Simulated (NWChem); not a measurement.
# disilazane (Si2NH7); SMILES [SiH3]N[SiH3]

```xyz
10

Si     0.1322    -0.0002    -1.5756
N     -0.6092     0.0051     0.0000
Si     0.1322    -0.0002     1.5756
H     -0.4724     1.0493    -2.4544
H      1.5856     0.2776    -1.3880
H     -0.0189    -1.3089    -2.2890
H     -1.6244    -0.0655     0.0000
H     -0.0189    -1.3089     2.2890
H     -0.4724     1.0493     2.4544
H      1.5856     0.2776     1.3880
```
Atoms are numbered in this order, from 1.

Program: NWChem. Pople sets run with spherical d functions. Structure relaxed at the PBE0/def2-SVP level. Ions are spin-unrestricted doublets at the neutral geometry; other ion states weren't tried. Functional: LC-ωPBE (HJS hole) with 6-31G*; rows give the range parameter ω in 1/bohr.

```json
[
 {"range parameter (1/bohr)": "0.05", "vertical ionisation energy, ΔSCF (eV)": "?", "−ε(HOMO) (eV)": "?", "ΔSCF minus −ε(HOMO) (eV)": "?"},
 {"range parameter (1/bohr)": "0.20", "vertical ionisation energy, ΔSCF (eV)": "9.34", "−ε(HOMO) (eV)": "8.54", "ΔSCF minus −ε(HOMO) (eV)": "0.80"},
 {"range parameter (1/bohr)": "0.50", "vertical ionisation energy, ΔSCF (eV)": "9.84", "−ε(HOMO) (eV)": "10.50", "ΔSCF minus −ε(HOMO) (eV)": "-0.66"},
 {"range parameter (1/bohr)": "0.60", "vertical ionisation energy, ΔSCF (eV)": "9.89", "−ε(HOMO) (eV)": "10.83", "ΔSCF minus −ε(HOMO) (eV)": "-0.94"},
 {"range parameter (1/bohr)": "0.80", "vertical ionisation energy, ΔSCF (eV)": "9.90", "−ε(HOMO) (eV)": "11.22", "ΔSCF minus −ε(HOMO) (eV)": "-1.32"}
]
```

**Question.** What belongs in the gaps?

**Answer.** 
- 0.05, vertical ionisation energy, ΔSCF (eV): 9.07
- 0.05, −ε(HOMO) (eV): 6.65
- 0.05, ΔSCF minus −ε(HOMO) (eV): 2.42
